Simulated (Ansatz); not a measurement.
One change: `C#C[SiH2][AlH][SiH3]` becomes `C#C[SiH2][AlH2]`.

Ansatz, PBE0-D4/def2-TZVP geometries, multiplicity 1. Each molecule was computed in one conformer, which needn't be the lowest.

```json
{"property": "zero-point energy (PBE0-D4/def2-TZVP) / kJ/mol", "`C#C[SiH2][AlH][SiH3]`": "177.3"}
{"property": "HOMO energy (ωB97M-V/def2-TZVPP) / eV", "`C#C[SiH2][AlH][SiH3]`": "-8.93"}
{"property": "size of the dipole moment (PBE/def2-TZVPP) / D", "`C#C[SiH2][AlH][SiH3]`": "1.39"}
{"property": "HOMO–LUMO gap (PBE0/def2-TZVPP) / eV", "`C#C[SiH2][AlH][SiH3]`": "5.56"}
{"property": "HOMO energy (PBE0/def2-TZVPP) / eV", "`C#C[SiH2][AlH][SiH3]`": "-7.05"}
{"property": "LUMO energy (B3LYP/def2-TZVPP) / eV", "`C#C[SiH2][AlH][SiH3]`": "-1.66"}
```

Question: Give the same properties after the change, and the shifts. (Estimate.)

Answer: The calculation gave: 
```csv
property,`C#C[SiH2][AlH2]`,shift
zero-point energy (PBE0-D4/def2-TZVP) / kJ/mol,128.7,-48.6
HOMO energy (ωB97M-V/def2-TZVPP) / eV,-9.28,-0.35
size of the dipole moment (PBE/def2-TZVPP) / D,0.26,-1.13
HOMO–LUMO gap (PBE0/def2-TZVPP) / eV,5.22,-0.34
HOMO energy (PBE0/def2-TZVPP) / eV,-7.31,-0.26
LUMO energy (B3LYP/def2-TZVPP) / eV,-2.28,-0.62
```

With PBE0 the HOMO falls by 0.26 eV and the LUMO falls by 0.60 eV, so the gap narrows by about 0.34 eV. PBE moves the HOMO by -0.14 eV and ωB97M-V by -0.35 eV. The zero-point energy changes by -48.6 kJ/mol with -9 modes. Dipoles are sizes alone; their direction can turn.

B3LYP here is the variant with VWN-RPA as its local correlation; programs differ in this.
